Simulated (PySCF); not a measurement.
BiF: from constants to spectrum

UHF-CCSD(T) constants of BiF, ³Σ⁻ (triplet), unpaired electrons π ↑↑ (Bi cc-pVDZ-PP with ECP60, F cc-pVDZ; scalar-relativistic core potentials (PySCF 2.14); masses 208.9804 and 18.9984 u):

```
ωe              : 561.0 cm⁻¹
ωexe            : 2.69 cm⁻¹
Be              : 0.22824 cm⁻¹
αe              : 0.00141 cm⁻¹
D (centrifugal) : 1.51e-07 cm⁻¹
De to Bi + F    : 2.88 eV
```

**Question.** Give the vibrational terms G(v) and spacings up to v = 3.

**Answer.** G(v) = ωe(v+½) − ωexe(v+½)².

```tsv
v	G(v) (cm⁻¹)	G(v) − G(v−1)	Bv (cm⁻¹)
0	280		0.2275
1	835	556	0.2261
2	1386	550	0.2247
3	1931	545	0.2233
```

**Question.** How well does the Morse estimate ωe²/(4ωexe) reproduce De, and what is D0?

**Answer.** It gives 3.63 eV, 126 % of the computed De. D0 = De − G(0) = 2.88 − 0.03 = 2.85 eV.

Correlated steps freeze 5 core orbitals. Correlated levels converge slowly with the basis: in double zeta they bind strong bonds too weakly, by up to about 1 eV, and carry superposition errors of some tenths. Spin–orbit coupling is left out, which matters for elements this heavy, above all for dissociation energies. The state is the lowest determinant that a PBE0 search found; another state may lie lower at other levels.
